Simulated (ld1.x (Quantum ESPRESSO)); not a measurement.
# PBE PAW dataset for Hg, scalar-relativistic all-electron reference.

ld1.x (Quantum ESPRESSO) 7.5 input, shortened:

```
&input
   title='Hg', zed=80., rel=1, dft='PBE', iswitch=3,
   config='[Xe] 4f14 5d9 6s0 6p0'
 /
 &inputp
   pseudotype=3, lpaw=.true., tm=.true., lloc=-1, rcloc=1.05,
   nlcc=.true., new_core_ps=.true., rcore=1.15,
   which_augfun='BG', rmatch_augfun=1.20
 /
6
5S  1  0   2.00   0.00  1.15  1.25  0.0
6S  2  0   0.00   0.00  1.15  1.25  0.0
5P  2  1   6.00   0.00  1.65  2.22  0.0
6P  3  1   0.00   0.00  1.65  2.22  0.0
5D  3  2   9.00   0.00  1.50  1.95  0.0
5D  3  2   0.00  -2.40  1.50  1.95  0.0
 &test
   configts(1)='5s2 5p6 5d9 6s0 6p0'
 /
```

Poles of the logarithmic derivatives, all-electron (AE) and pseudo (PS). Narrow ghost or core levels that the grid stepped over were put in at their known energies. s: poles at -11.2, -0.3 (AE) and -11.2, -0.3 (PS) Ry. p: poles at -7.3, 1.8 (AE) and -7.3, 1.0, 4.5 (PS) Ry. d: poles at -2.8 (AE) and -8.0, -2.8 (PS) Ry. Test radius 2.40 bohr.

* Cutoffs needed: 40 Ry and 70 Ry (the cutoffs (Ry, on a coarse ladder) from which the occupation-weighted sum of valence levels, in a spherical-Bessel basis at the reference potential, stays within 10 and 1 mRy of its value at 400 Ry)
* Ghost test: ghost state, extra bound levels that the all-electron valence spectrum of the same l lacks: d at -109.1 eV; a true bound ghost makes a file unfit for plane-wave use (spherical-Bessel basis up to 400 Ry, 20 bohr box)
* Configuration tests: test run stopped at test 1 of 7 (negative rho)
* Lowest eigenvalue of the overlap operator: 0.20 (s channel)
